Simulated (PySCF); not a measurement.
# Bond curve of GeF

Set-up: Ge cc-pVTZ-PP with ECP10, F cc-pVTZ; scalar-relativistic core potentials (PySCF 2.14). Energies in eV from Ge + F in their ground configurations at the same level. State: ²Π (doublet), unpaired electrons π ↑.

```
R (Å)    PBE0
1.513  -4.044
1.583  -4.697
1.653  -5.046
1.706  -5.165
1.759  -5.195
1.812  -5.157
1.882  -5.031
1.970  -4.791
2.076  -4.434
2.216  -3.905
```

Task: Put a parabola through the three lowest points of the PBE0 curve and estimate Re, k and ωe (reduced mass 15.11 u; 1 eV/Å² = 0.16022 mdyn/Å; ωe = 1302.8·√(k/μ) cm⁻¹).

Result: Through R = 1.706, 1.759, 1.812 Å the second-order coefficient is 12.1 eV/Å², so Re ≈ 1.756 Å, k ≈ 3.88 mdyn/Å and ωe ≈ 660 cm⁻¹. A polynomial fit of higher order to the unrounded PBE0 energies gives Re = 1.754 Å, k = 3.96 mdyn/Å, ωe = 667 cm⁻¹; anharmonicity and rounding make the difference.

The higher-order fit for each curve: PBE0: Re = 1.754 Å, ωe = 667 cm⁻¹, De = 5.20 eV.

Spin–orbit coupling is left out. The state was picked by a PBE0 search and need not be the measured ground state.
